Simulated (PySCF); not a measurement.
Work out the structure from these simulated measurements.

Formula: C2H6Se2.

* 13C NMR: chemical shifts (computed TMS as zero) by class: 21.0 (2 C) ppm [GIAO PBE0/pcSseg-1]
* NMR, other nuclei: isotropic shieldings of nuclei other than C and H, by class: 1486 (2 Se) ppm [GIAO PBE0/pcSseg-1]
* Couplings: largest of the computed one-bond spin–spin couplings (means over like bonds): 13C–1H +149.9 (×6) Hz [B3LYP/pcJ-1 (pcSseg-1 on Se), spin–dipole term left out]
* 1H NMR: chemical shifts (computed TMS as zero) by class: 2.08 (6 H) ppm [GIAO PBE0/pcSseg-1]
* Rotational structure: rotational constants A, B, C: 5.201, 1.462, 1.416 GHz [PBE0-D3(BJ)/def2-SVP]
* Dipole: 1.92 D [PBE0/pcSseg-1]

Gas-phase values; electronic properties from PySCF, density fitting. Levels stand in brackets. Geometry: PBE0-D3(BJ)/def2-SVP, one conformer, isolated molecule. Relativistic effects, spin–orbit coupling among them, are left out although an element past zinc is present. Each NMR value is the plain mean over a class of atoms that symmetry, rotation or inversion makes alike.

Task: Propose a structure and show how it fits.

Result: Numbering: `[CH3:1][Se:2][Se:3][CH3:4]`. 2 carbons fall into 1 class: sp3 carbon bound to selenium [C1/C4] (21.0 ppm, 2 C). All hydrogens form one class (2.08 ppm): methyl hydrogen. The other shieldings belong to: 1486 ppm, selenium bonded to C and Se [Se2/Se3]. The couplings run between: +149.9 Hz, sp3 carbon bound to selenium [C1] and its hydrogen (with 5 like pairs). The optimised geometry has point group C2 and is an asymmetric top. Structure: dimethyl diselenide, `[Se]([Se]C)C`. The assignments are read from this structure; whether some other isomer fits the data as well wasn't checked. NMR values of atoms bound to Se lack the spin–orbit term that these neighbours bring.

Conformer computed: `[CH3:1][Se:2][Se:3][CH3:4]`: C1–Se2–Se3–C4 88°.
